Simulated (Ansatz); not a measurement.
The first iterations of a band of CH5NO2Si (10 atoms, charge 0, multiplicity 1).

All numbers below come from RKS PBE0-D4/6-31G* in Ansatz.

```json
{
  "movable images": "4",
  "climbing image": "no",
  "spring": "5.0 eV/Å²",
  "optimiser": "quadratic models (default)",
  "start path": "IDPP",
  "force threshold": "0.03 eV/Å",
  "iteration limit": "60",
  "end points": "relaxed"
}
```

Initial state:

```xyz
10
Properties=species:S:1:pos:R:3
N -0.700 0.942 1.298
C 0.314 0.498 0.436
O 0.568 -0.895 0.611
Si 0.337 -1.111 -1.041
O -0.010 0.525 -0.992
H -0.843 1.942 1.209
H -1.573 0.459 1.108
H 1.218 1.095 0.595
H -0.783 -2.015 -1.420
H 1.556 -1.490 -1.801
```

Final state:

```xyz
10
Properties=species:S:1:pos:R:3
N -0.821 1.217 0.949
C 0.255 0.630 0.269
O 0.555 -0.758 0.633
Si 0.358 -1.161 -0.979
O -0.035 0.469 -1.118
H -0.593 1.378 1.924
H -1.650 0.633 0.890
H 1.159 1.229 0.424
H -0.739 -2.115 -1.294
H 1.594 -1.572 -1.696
```

| iteration | highest image above the first end (eV) | largest band force component (eV/Å) |
| --- | --- | --- |
| 1 | 0.186 | 1.039 |
| 2 | 0.115 | 0.204 |

Problem. Does the band converge within its limit, and where does its top end?

Solution. The forces met the threshold. It ended after 5 iterations with the highest image 0.103 eV above the first end. No image climbed, so the highest image needn't sit at the top of the path.

Time of the run: 110 s on 1 thread of Arm Neoverse V1, on a shared host, peak memory 0.18 GiB.
